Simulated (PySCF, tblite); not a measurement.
Isomers of C2H15NSi4. Method: GFN2-xTB as coded in tblite; computed harmonic values from a numerical Hessian at the method's own geometry, unscaled. The method is semi-empirical: single wavenumbers can be off by several per cent or more. Modes of hydrogen on silicon can be 10 to 20 % off. One conformer each.

Electronic energies: PBE0/pcSseg-1 single points on the GFN2-xTB geometries (PySCF, gas phase).

```tsv
SMILES	electronic energy, lowest = 0 (kJ/mol)
C[SiH2][SiH](N[SiH3])[SiH2]C	0.0
CN(C)[Si@H]([SiH3])[SiH2][SiH3]	154.7
N[Si@H](C[SiH3])C[SiH2][SiH3]	22.9
```

Question: How do GFN2-xTB zero-point energies change the relative energies?

Answer: 
```csv
SMILES,ZPE (kJ/mol),of it from modes above 1550 cm⁻¹,electronic (kJ/mol),"with ZPE, lowest = 0 (kJ/mol)",lowest mode (cm⁻¹),rings
C[SiH2][SiH](N[SiH3])[SiH2]C,403.7,233.4,0.0,0.0,20,0
N[Si@H](C[SiH3])C[SiH2][SiH3],398.1,231.6,22.9,17.3,17,0
CN(C)[Si@H]([SiH3])[SiH2][SiH3],401.1,222.9,154.7,152.1,8,0
```

The zero-point energies span 5.6 kJ/mol, from `N[Si@H](C[SiH3])C[SiH2][SiH3]` to `C[SiH2][SiH](N[SiH3])[SiH2]C`. The order is unchanged.

Question: And how do the electronic energies of GFN2-xTB itself compare?

Answer: `C[SiH2][SiH](N[SiH3])[SiH2]C` 0.0; `N[Si@H](C[SiH3])C[SiH2][SiH3]` 77.9; `CN(C)[Si@H]([SiH3])[SiH2][SiH3]` 78.2 kJ/mol, lowest = 0. Against the energies above, taken from the same isomer `C[SiH2][SiH](N[SiH3])[SiH2]C`, the largest difference is 76.5 kJ/mol.
